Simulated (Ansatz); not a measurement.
Geometry optimisation, Ansatz, UKS PBE0-D4/def2-SVP.

Input file:

```yaml
crystal:
  periodic: [false, false, false]
  atoms:
    - { symbol: B, position_ang: [-0.7381, -0.2167, -0.5002] }
    - { symbol: Cl, position_ang: [-0.2382, -2.3216, -0.2998] }
    - { symbol: F, position_ang: [-0.6496, 0.0858, -1.7844] }
    - { symbol: F, position_ang: [-1.8888, -0.0148, 0.1169] }
    - { symbol: H, position_ang: [0.3879, -0.7597, 0.209] }
    - { symbol: C, position_ang: [0.6342, 0.5907, 0.4593] }
    - { symbol: H, position_ang: [1.6801, 0.4891, 0.1842] }
    - { symbol: H, position_ang: [0.3079, 1.5563, 0.0793] }
    - { symbol: H, position_ang: [0.5047, 0.5909, 1.5358] }
magnetization:
  spin_polarized: true
basis:
  gaussian: { orbitals: def2-SVP }
hamiltonian:
  xc: pbe0
  dispersion: d4
relax:
  f_tol: 0.15
  max_steps: 25
  restrain:
    - { distance: [0, 5], at: 1.6, k: 30.0 }
    - { distance: [4, 1], at: 1.33, k: 30.0 }
    - { distance: [0, 1], at: 3.16, k: 30.0 }
    - { distance: [4, 5], at: 2.37, k: 30.0 }
```

Run as:

```bash
$ ansatz run input.yaml --threads 2 --pin off --max-ram 3072MiB --backend cpu --events-out ev --progress --plain --runs-dir out
```

Where does it end, and by what steps?

The run converged. The restraints hold the end off the free minimum. After 10 steps the energy has fallen by 1.220 eV (the restraints' own energy left out); H5 moved furthest, 0.98 Å. Parted: B1–Cl2, B1–H5. Joined: Cl2–H5.

```
step  energy less start (eV)  largest force component (eV/Å)  accepted
   0                  0.0000                           1.491       yes
   1                  0.2841                           3.612       yes
   2                  0.0737                           5.027       yes
   3                 -0.3645                           3.558       yes
   4                 -0.9265                           0.851       yes
   5                 -1.1122                           0.805       yes
   6                 -1.1442                           1.134       yes
   7                 -1.2119                           0.467       yes
   8                 -1.2157                           0.628       yes
   9                 -1.2171                           0.597       yes
  10                 -1.2197                           0.604       yes
```

```xyz
9
Properties=species:S:1:pos:R:3
B -0.818 0.384 -0.540
Cl 0.077 -2.610 -0.064
F -0.760 0.336 -1.857
F -2.009 0.237 0.011
H 0.736 -1.627 0.496
C 0.461 0.725 0.331
H 1.391 0.359 -0.129
H 0.551 1.825 0.381
H 0.372 0.372 1.371
```

Whether the end is a true minimum wasn't checked by a vibrational analysis.

Run time: 44 s on 2 threads of Arm Neoverse V1 (shared host), peak memory 0.27 GiB.
